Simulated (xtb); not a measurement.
C4H8BN, SMILES NB1CC=CC1. All values are semi-empirical tight-binding results from xtb (GFN2-xTB unless named), good for trends rather than for accurate numbers. Coordinates come from a GFN2-xTB optimisation. The structure was generated by enumeration, and PubChem lists no compound with its InChIKey, so it may never have been made. The values are those of a single conformer.

Optimised geometry:

```xyz
14

N      2.1855     0.0038     0.0000
B      0.8056    -0.0021     0.0000
C     -0.1449    -0.0044    -1.2812
C     -1.5152     0.0036    -0.6616
C     -1.5152     0.0036     0.6616
C     -0.1449    -0.0044     1.2812
H      2.7432     0.0067     0.8375
H      2.7432     0.0067    -0.8375
H     -0.0179     0.8628    -1.9352
H     -0.0246    -0.8810    -1.9241
H     -2.4030     0.0087    -1.2764
H     -2.4030     0.0087     1.2764
H     -0.0179     0.8628     1.9352
H     -0.0246    -0.8810     1.9241
```

The point group as xtb finds it comes out as C2v, the orbital gap is 5.20 eV and the dipole moment is 2.45 D. The zero-point energy is 72.9 kcal/mol, the G − E(el) at 298.15 K (modified RRHO) is 54.9 kcal/mol and the static polarisability (D4 model) is 65.5 bohr³. The solvation energy, GFN2-xTB/ALPB(water) comes out as -3.6 kcal/mol. The solvation energy, GFN2-xTB/ALPB(acetone) comes out as -6.8 kcal/mol.

Computed IR lines (harmonic; lines under 4 % of the strongest left out, lines within 3 cm⁻¹ merged):
ν (cm⁻¹): 598 (vs), 715 (m), 878 (m), 1008 (w), 1107 (w), 1128 (s), 1311 (w), 1435 (vs), 1455 (w), 1547 (vs), 1702 (w), 2932 (s), 2962 (s), 3063 (m), 3081 (s) (against the strongest line: vs over 80 %, s over 45 %, m over 15 %, w over 4 %, vw less)

Computed atomic charges and the Wiberg bond orders between heavy atoms:
charges (e) N1 -0.32, B2 0.26, C3 -0.15, C4 -0.05, C5 -0.05, C6 -0.15, H7 0.16, H8 0.16, H9 0.03, H10 0.03, H11 0.01, H12 0.01, H13 0.03, H14 0.03. Bond orders N1–B2 1.40, B2–C3 0.98, C3–C4 1.02, C4–C5 1.93, B2–C6 0.98, C5–C6 1.02.
